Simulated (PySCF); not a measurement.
SSi, SMILES [Si]=S (connectivity only; charge and spin as stated), neutral, multiplicity 1. Geometry: PBE-D3(BJ)/def2-TZVPD.

TDDFT-LC-ωPBE/def2-TZVPD in PySCF puts the lowest singlet excitations at 4.07, 4.35, 4.35, 4.38, 4.38, 6.21 eV and the lowest triplet (TDA) at 3.08 eV.

Problem. What are the lowest singlet roots from EOM-CCSD/aug-cc-pVDZ in PySCF? (The exact figures need the calculation; the answer reports its results.)

Solution. 4.33, 4.34, 4.34, 4.61, 4.61, 6.09 eV; triplets 3.39, 3.41, 3.41 eV. S1 differs by 0.26 eV (second minus first; roots are paired by order, and the bases may differ).
